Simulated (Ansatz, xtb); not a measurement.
# H4NOSiZn+: which of two structures lies lower

Structure I is a singlet given by its coordinates and structure II is a singlet given by its coordinates. Both are isolated ions in the gas phase, relaxed with PBE0-D3(BJ)/def2-SVP.

I (Å):

```yaml
atoms:
  - { symbol: N, position_ang: [-3.0632, 2.1412, -0.1662] }
  - { symbol: O, position_ang: [-1.4875, -0.0551, -0.2881] }
  - { symbol: Si, position_ang: [-3.0177, 0.1284, -0.7007] }
  - { symbol: Zn, position_ang: [0.0580, -1.0224, -0.0842] }
  - { symbol: H, position_ang: [-3.7518, 2.3412, 0.5688] }
  - { symbol: H, position_ang: [-3.3040, 2.7561, -0.9525] }
  - { symbol: H, position_ang: [-2.1429, 2.4298, 0.1836] }
  - { symbol: H, position_ang: [1.3447, -1.7879, 0.0964] }
```

Close contacts (Å): N1–Si3 2.08, O2–Si3 1.60, O2–Zn4 1.83, N1–H5 1.03, N1–H6 1.03, N1–H7 1.03, Zn4–H8 1.51.

II (Å):

```xyz
8

N    -0.1475   -1.5058    2.1364
O    -1.8924   -0.3079    0.2789
Si   -1.5385   -1.4850    1.2426
Zn   -2.4689    0.9823   -0.8973
H    -2.4239   -2.6443    1.4104
H     0.0879   -2.2706    2.7659
H     0.5571   -0.7716    2.1212
H    -2.9337    2.0449   -1.8596
```

Close contacts (Å): N1–Si3 1.65, O2–Si3 1.56, O2–Zn4 1.84, N1–H6 1.02, N1–H7 1.02, Si3–H5 1.47, Zn4–H8 1.51.

Task: Estimate which is lower in electronic energy at CCSD(T)/def2-SVP + ΔMP2/def2-TZVPP, and by roughly how much.

Result: The CCSD(T)/def2-SVP + ΔMP2/def2-TZVPP calculation puts structure II lower, by 6.8 kcal/mol.

The same difference at several levels:

```tsv
level	geometry	E(II) − E(I) (kcal/mol)	departure from the last row (kcal/mol)	job, with rough time for the two
GFN2-xTB	GFN2-xTB	−21.3	−14.5	optimisation, 0.22 s
HF/STO-3G	GFN2-xTB	+17.7	+24.5	single point, 0.54 s
r2SCAN-D4/def2-SVP	GFN2-xTB	−8.3	−1.5	single point, 1.7 s
PBE0-D3(BJ)/def2-SVP	PBE0-D3(BJ)/def2-SVP	−4.1	+2.7	optimisation, 26 s
HF/def2-SVP	PBE0-D3(BJ)/def2-SVP	−9.4	−2.7	part of the CCSD(T) run
MP2/def2-SVP	PBE0-D3(BJ)/def2-SVP	−5.7	+1.1	part of the CCSD(T) run
CCSD(T)/def2-SVP	PBE0-D3(BJ)/def2-SVP	−2.2	+4.5	single point
CCSD(T)/def2-SVP + ΔMP2/def2-TZVPP	PBE0-D3(BJ)/def2-SVP	−6.8		single point, 15 s
```

HF/STO-3G puts the two in the other order. The largest departure from CCSD(T)/def2-SVP + ΔMP2/def2-TZVPP is that of HF/STO-3G, 24.5 kcal/mol. The last row adds to CCSD(T) the change of the MP2 difference between the two basis sets, here −4.5 kcal/mol, a large step that makes the value less sure.

With harmonic frequencies from PBE0-D3(BJ)/def2-SVP (ideal gas, rigid rotor, one conformer each, 298.15 K, 1 atm): on the last row, ΔE + ΔZPE = −8.6, ΔH = −9.0, ΔG = −7.8 kcal/mol.

The correlated steps freeze 12 core orbitals; the last core shell of Zn is correlated, in a basis made for valence electrons. Codes used: Ansatz 0.2.0, xtb 6.7.1; the last row on 2 threads of Intel(R) Xeon(R) 6975P-C (Granite Rapids) on a shared host.
